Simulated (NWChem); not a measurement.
CH3Si, doublet; SMILES [SiH2]=[CH]

```xyz
5

C     -0.1052    -1.2940     0.0000
Si    -0.0559     0.4713     0.0000
H      0.8852    -1.7712     0.0000
H      1.0490     1.4870     0.0000
H     -1.3466     1.1999     0.0000
```
Atoms are numbered in this order, from 1.

Level: PBE0-D3(BJ)/def2-TZVP, spin-unrestricted (NWChem), optimised geometry, unscaled harmonic frequencies. In the optimisation the excess spin sits in a" (Cs, its own frame).

```tsv
frequency (cm⁻¹)	IR intensity (km/mol)
533	55.6
561	3.5
733	25.6
915	13.2
963	5.7
1004	86.3
2136	158.0
2253	68.1
3082	12.0
```

```json
{
 "zero_point_energy": "17.4 kcal/mol",
 "thermal correction to the enthalpy at 298.15 K (with zero-point energy)": "20.2 kcal/mol",
 "heat capacity Cv": "10.3 cal/(mol K)",
 "entropy at 298.15 K and 1 atm (symmetry number 1, electronic part: spin degeneracy alone)": "60.2 cal/(mol K)",
 "dipole_moment": "2.72 D"
}
```

Rigid rotor and harmonic oscillator.
